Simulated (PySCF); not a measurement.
**C₆H₁₂OSi: full NMR table**

```yaml
Formula: C6H12OSi
SMILES: C1CC1OC1C[SiH2]C1
InChI: InChI=1S/C6H12OSi/c1-2-5(1)7-6-3-8-4-6/h5-6H,1-4,8H2
Point_group_of_the_computed_structure: C1
Degrees_of_unsaturation: 2
Carbon_signals: 4
Proton_signals: 8
```

Molfile (atoms numbered from 1):
```
C6H12OSi
     RDKit          3D

 20 21  0  0  0  0  0  0  0  0999 V2000
    2.8994    0.4091   -0.6353 C   0  0  0  0  0  0  0  0  0  0  0  0
    2.3373   -0.0989    0.6619 C   0  0  0  0  0  0  0  0  0  0  0  0
    1.6200   -0.3610   -0.6337 C   0  0  0  0  0  0  0  0  0  0  0  0
    0.4541    0.3247   -0.9532 O   0  0  0  0  0  0  0  0  0  0  0  0
   -0.7339   -0.3290   -0.5635 C   0  0  0  0  0  0  0  0  0  0  0  0
   -1.9618    0.3302   -1.2140 C   0  0  0  0  0  0  0  0  0  0  0  0
   -2.9177    0.2390    0.4361 Si  0  0  0  0  0  4  0  0  0  0  0  0
   -1.1226   -0.1855    0.9275 C   0  0  0  0  0  0  0  0  0  0  0  0
    3.7798   -0.0618   -1.0443 H   0  0  0  0  0  0  0  0  0  0  0  0
    2.8306    1.4678   -0.8273 H   0  0  0  0  0  0  0  0  0  0  0  0
    2.8285   -0.9239    1.1548 H   0  0  0  0  0  0  0  0  0  0  0  0
    1.9130    0.6288    1.3351 H   0  0  0  0  0  0  0  0  0  0  0  0
    1.6342   -1.3832   -1.0143 H   0  0  0  0  0  0  0  0  0  0  0  0
   -0.6684   -1.3931   -0.8360 H   0  0  0  0  0  0  0  0  0  0  0  0
   -1.7059    1.3445   -1.5120 H   0  0  0  0  0  0  0  0  0  0  0  0
   -2.3320   -0.1903   -2.0929 H   0  0  0  0  0  0  0  0  0  0  0  0
   -3.8580   -0.8775    0.5440 H   0  0  0  0  0  0  0  0  0  0  0  0
   -3.4932    1.4790    0.9526 H   0  0  0  0  0  0  0  0  0  0  0  0
   -0.9128   -1.0652    1.5309 H   0  0  0  0  0  0  0  0  0  0  0  0
   -0.5956    0.6568    1.3709 H   0  0  0  0  0  0  0  0  0  0  0  0
  1  2  1  0
  2  3  1  0
  3  4  1  0
  4  5  1  0
  5  6  1  0
  6  7  1  0
  7  8  1  0
  3  1  1  0
  8  5  1  0
  1  9  1  0
  1 10  1  0
  2 11  1  0
  2 12  1  0
  3 13  1  0
  5 14  1  0
  6 15  1  0
  6 16  1  0
  7 17  1  0
  7 18  1  0
  8 19  1  0
  8 20  1  0
M  END
```

Computational details: GFN2-xTB geometry, σ from GIAO-PBE0/pcSseg-1, in PySCF (in vacuum, non-relativistic Hamiltonian, one computed conformer, equivalent nuclei averaged).

Scale: 1H (σref 31.72), 13C (σref 186.93), 29Si (σref 349.16) against TMS; H2O for 17O (σref 336.08) (reference shieldings calculated alike).

| carbon | δC, type | δH (multiplicity) | HMBC from (2–3 bonds) | span of the C tensor (ppm) |
| --- | --- | --- | --- | --- |
| C1/C2 | 6.4, CH2 | H9 0.32 (m); H10 0.63 (m) | H13, H10/H12, H9/H11 | 67 |
| C3 | 55.3, CH | 2.94 (m) | H14, H10/H12, H9/H11 | 120 |
| C5 | 78.0, CH | 4.16 (m) | H18, H17, H13, H16/H19, H15/H20 | 70 |
| C6/C8 | 22.1, CH2 | H15 1.66 (m); H16 1.89 (m) | H18, H17, H14, H16/H19, H15/H20 | 58 |

Other nuclei:
```csv
atoms,nucleus,environment,δ (ppm),σ (ppm)
H18,1H,"hydrogen on a silicon bonded to 2 C, in a 4-membered ring",4.47,27.25
H17,1H,"hydrogen on a silicon bonded to 2 C, in a 4-membered ring",4.32,27.40
Si7,29Si,"silicon bonded to 2 C, 2 H, in a 4-membered ring",-59.2,408.4
O4,17O,ether oxygen,105.2,230.9
```

- Carbon types of the structure: 2 × CH, 4 × CH2, leaving 2 H on heteroatoms.
- δC 78.0: sp3 CH bonded to O; pulled downfield by the heteroatom.
- δC 55.3, 6.4: three-membered-ring carbon.
- δH 4.16: hydrogen on an sp3 CH bonded to O; its carbon carries O, hence the downfield position.
- δH 2.94, 0.63, 0.32: hydrogen on a three-membered-ring carbon.
- δH 1.89, 1.66: hydrogen on an sp3 CH2 bonded to Si.

Shifts are as computed. Against solution values, carbons near 30 ppm lie about +3 ppm off and those near 130 ppm about +5 ppm. Of 1211 compounds with measured shifts, 218 miss one by over three times the rms of a fit or turn the order of signals round; such compounds aren't used in these exercises. Experimental scales use liquid or dissolved standards, which lie at an offset from isolated H2O (liquid H2O: subtract about 36 ppm). No couplings were computed; multiplicities are counted from neighbouring protons, with m where these are inequivalent, close in shift, in a saturated or five-membered ring or joined by F or P, and br s for small geminal =CH2 splittings.
